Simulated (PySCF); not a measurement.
# Computed vibrations of [PbCl2]2+

[PbCl2]2+ (singlet). PySCF 2.14.0, RKS PBE0, Pb def2-SVP with ECP60, Cl def2-SVP; non-relativistic Hamiltonian with scalar-relativistic core potentials where named; density fitting; no spin-orbit coupling. Central differences of gradients.

```xyz
3

Pb    0.0000    0.0000    0.0000
Cl    2.3259    0.0000    0.0000
Cl   -2.3259    0.0000    0.0000
```

Run from Python with OMP_NUM_THREADS=2. Where DIIS fails, smearing, a level shift and second-order steps follow.
It took 4.3 s on 2 threads of Arm Neoverse V2 (shared host).

Problem. What are the harmonic wavenumbers and infrared intensities?

Solution. Modes are labelled in D∞h; negative numbers are unstable modes, those under 60 cm⁻¹ near the noise; a finer grid moves soft modes by up to 10 cm⁻¹.
| cm⁻¹ | km/mol | symmetry |
| --- | --- | --- |
| 78 | 0.0 | πu |
| 78 | 0.0 | πu |
| 323 | 0.0 | σg+ |
| 409 | 0.2 | σu+ |

Problem. Is this a minimum?

Solution. Yes. Ideal gas at 298.15 K and 1 bar: S = 294.0 J/(mol K), Cp = 58.4 J/(mol K), H − H(0 K) = 14.6 kJ/mol (rigid rotor, harmonic modes, spin degeneracy alone).
